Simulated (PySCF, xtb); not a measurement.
C8H6SSe. Atoms are numbered in the order given.

```xyz
16

C     -1.2780     3.0430     0.0000
C     -0.0115     3.5657     0.0000
S      1.1838     2.3337     0.0000
C     -0.0138     1.0759     0.0000
C      0.3788    -0.3167     0.0000
C      1.6492    -0.8453     0.0000
C      1.7198    -2.2667     0.0000
C      0.5095    -2.9002     0.0000
Se    -0.8949    -1.6915     0.0000
C     -1.2806     1.6242     0.0000
H     -2.1805     3.6552     0.0000
H      0.2866     4.6132     0.0000
H      2.5382    -0.2100     0.0000
H      2.6665    -2.8106     0.0000
H      0.3211    -3.9731     0.0000
H     -2.1883     1.0178     0.0000
```

The structure is a stationary point at PBE0-D3(BJ)/def2-SVP. Other conformers were not sampled.

Method: IEF-PCM-M06-2X/def2-SVP (PySCF).

The values are the electrostatic part of the solvation free energy, E(continuum) − E(gas) at the gas-phase geometry, in a cavity of scaled van der Waals radii (PySCF's table); cavitation and dispersion terms are not included. In vacuum the orbital gap is 6.26 eV. The dipole moment in vacuum is 0.12 D.

| solvent | ε | ΔG(elec) (kcal/mol) | dipole (D) | gap (eV) |
|---|---|---|---|---|
| water | 78.36 | -4.8 | 0.18 | 6.26 |
| N,N-dimethylformamide | 37.22 | -4.6 | 0.18 | 6.26 |
| chlorobenzene | 5.70 | -3.5 | 0.16 | 6.26 |

For comparison, GFN2-xTB/ALPB(water) (xtb, at the GFN2-xTB geometry, all terms of that model) gives 0.3 kcal/mol.
